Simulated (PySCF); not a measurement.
**Spinor energies of I (iodine, neutral)**

Start: [Kr] 4d10 5s1 5p5 6s1; 5s1/2 filled at m_j = +1/2; 5p1/2 filled at m_j = -1/2, +1/2; 5p3/2 filled at m_j = -1/2, +1/2, +3/2; 6s1/2 filled at m_j = +1/2. Calculated with PySCF 2.14 in x2c-SVPall-2c with one added diffuse shell each of s, p type (7s9p4d, 54 functions): generalised Hartree-Fock with the X2C-1e Hamiltonian and a Gaussian nucleus; one run each with spin-orbit coupling (SO) switched off, then screened by Boettger's factors. This is a chosen level, not necessarily the ground level.

```csv
spinor shell,electrons,"ε, spin-free (eV)","ε, screened SO (eV)",weight of nominal j (screened SO),"rms radius, screened SO (bohr)"
1s1/2,2,-33335.8,-33332.1,1.000,0.0312
2s1/2,2,-5255.0,-5253.8,1.000,0.127
2p1/2,2,-4711.7,-4919.6,1.000,0.109
2p3/2,4,-4711.7,-4617.6,1.000,0.115
3s1/2,2,-1108.6,-1108.2,1.000,0.334
3p1/2,2,-928.17,-968.30,1.000,0.327
3p3/2,4,-928.17,-909.72,1.000,0.338
3d3/2,4,-657.95,-664.83,1.000,0.311
3d5/2,6,-657.95,-652.88,1.000,0.314
4s1/2,2,-217.19,-217.02,1.000,0.788
4p1/2,2,-158.14,-165.91,0.999,0.827
4p3/2,4,-158.14,-154.42,1.000,0.852
4d3/2,4,-68.731,-69.690,0.983,0.994
4d5/2,6,-68.731,-67.865,0.989,0.997
5s1/2,1,-30.789,-30.695,1.000,2.05
5p1/2,2,-14.370,-16.176,0.647,2.45
5p3/2,3,-14.370,-13.251,0.765,2.57
6s1/2,1,-3.042,-3.042,1.000,5.39
```

| quantity | spin-free | screened SO |
| --- | --- | --- |
| E (hartree) | -7110.23609 | -7112.33967 |
| M_J | 5/2 | 5/2 |
| ⟨J²⟩ | 8.763 | 8.763 |
| ⟨L²⟩ | 2.002 | 2.026 |
| ⟨S²⟩ | 3.761 | 3.783 |

Each row is a mean over spinors that exchange with the open shell spreads, by up to 3.915 eV (5p3/2).

Rows whose weight is well below 1 are mixtures of j = l ± 1/2: exchange outweighs spin-orbit coupling there, and the label is only the starting occupation.

Breit and QED terms are absent; they matter most for the inner s and p1/2 levels.

Densities and radii are taken from the X2C orbitals without a picture-change correction, which distorts them close to the nucleus.

Without spin-orbit coupling the j labels of p, d and f shells carry no meaning; the spin-free column gives the mean over the occupied spinors of each nl shell.
